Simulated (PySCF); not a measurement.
**Dipole response of Os (osmium, neutral)**

[Xe] 4f14 5d6 6s1 6p1, one real determinant (an excited configuration). Calculation: PySCF 2.14, in aug-cc-pVQZ-PP with ECP60MDF; a scalar-relativistic core potential. Coupled (time-dependent) response in atomic units; α is the mean over directions.

```csv
method,mean α (bohr³),"α xx, yy, zz",C₆ (like pair),S(−4)
UHF,80.66,"67.45, 67.45, 107.1",937.9,3490
PBE,98.70,"72.99, 72.99, 150.1",1135,7390
```

S(−4) is the Cauchy moment in α(ω) = α(0) + S(−4) ω² + …

Spin-orbit coupling is absent.

α(iu) at PBE:

```
u (hartree)  α(iu) (bohr³)
          0          98.70
     0.0500          84.33
      0.100          62.90
      0.200          37.34
      0.300          25.24
      0.500          14.56
      0.750          9.137
       1.00          6.459
       1.50          3.832
       2.00          2.566
       3.00          1.384
       5.00         0.5824
```

The components differ because the open shell of this determinant is not spherical; for a pure term their mean is the scalar polarisability.

⟨L²⟩ = 8.05 against 12 for a pure F term, so this real determinant mixes terms. Energies and moments cover only the electrons outside the core potential. Spin-orbit coupling, absent here, splits the open shell strongly.
